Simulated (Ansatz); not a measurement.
`[OH][GeH2][NH]CF` and `C[NH][GeH2][OH]` differ in one atom or group.

Ansatz, PBE0-D4/def2-TZVP geometries, multiplicity 1. Each molecule was computed in one conformer, which needn't be the lowest.

Scalar relativity is left out up to krypton.

```json
{"property": "HOMO–LUMO gap (PBE0/def2-TZVPP) / eV", "`[OH][GeH2][NH]CF`": "8.67"}
{"property": "HOMO–LUMO gap (PBE/def2-TZVPP) / eV", "`[OH][GeH2][NH]CF`": "6.27"}
{"property": "LUMO energy (PBE/def2-TZVPP) / eV", "`[OH][GeH2][NH]CF`": "-0.17"}
{"property": "size of the dipole moment (B3LYP/def2-TZVPP) / D", "`[OH][GeH2][NH]CF`": "2.03"}
{"property": "LUMO energy (PBE0/def2-TZVPP) / eV", "`[OH][GeH2][NH]CF`": "0.76"}
{"property": "size of the dipole moment (ωB97M-V/def2-TZVPP) / D", "`[OH][GeH2][NH]CF`": "2.02"}
```

Question: What does the change do to each property? (Estimate.)

Answer: Computed: 
```
                                          property  `C[NH][GeH2][OH]`  shift
              HOMO–LUMO gap (PBE0/def2-TZVPP) / eV               7.34  -1.33
               HOMO–LUMO gap (PBE/def2-TZVPP) / eV               5.10  -1.17
                 LUMO energy (PBE/def2-TZVPP) / eV              -0.32  -0.15
  size of the dipole moment (B3LYP/def2-TZVPP) / D               1.92  -0.11
                LUMO energy (PBE0/def2-TZVPP) / eV               0.53  -0.23
size of the dipole moment (ωB97M-V/def2-TZVPP) / D               1.91  -0.11
```

With PBE0 the HOMO rises by 1.10 eV and the LUMO falls by 0.23 eV, so the gap narrows by about 1.33 eV. PBE moves the HOMO by 1.03 eV and ωB97M-V by 1.11 eV. Dipoles are sizes alone; their direction can turn.

B3LYP here is the variant with VWN-RPA as its local correlation; programs differ in this.
